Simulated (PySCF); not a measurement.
# Ionisation energy of I²⁶⁺ by level of theory

I²⁶⁺ [Ar] 3d9 (2D) → I²⁷⁺ [Ar] 3d8 (3F), as a difference of total energies. All numbers are calculated (PySCF 2.14, scalar relativity by spin-free X2C-1e, in an uncontracted even-tempered set (19 s from 3.1 bohr⁻², ratio 2.5; 13 p from 4.1 bohr⁻², ratio 2.5; 8 d from 4.1 bohr⁻², ratio 2.5; 4 f from 20 bohr⁻², ratio 2.7; 3 g from 30 bohr⁻², ratio 2.7)). Correlated levels: outer shells: [Ne] frozen; virtual orbitals above 40 to 60 times the deepest correlated orbital energy dropped. The calculations carry no spin-orbit coupling.

```tsv
method	ionisation energy (eV)
UHF	1476.7
LDA	1478.2
PBE	1477.1
PBE0	1477.5
r2SCAN	1476.7
BHandHLYP	1477.6
B3LYP	1477.5
MP2 (outer shells)	1478.5
SCS-MP2 (outer shells)	1478.2
```

A first-order spin-orbit estimate (lowest level to lowest level, LS coupling) adds -2.659 eV.

Breit and QED terms and the two-electron picture change are absent.

For comparison: 1472 ± 4 eV (theoretical estimate listed by NIST; NIST Atomic Spectra Database, ionization energies).
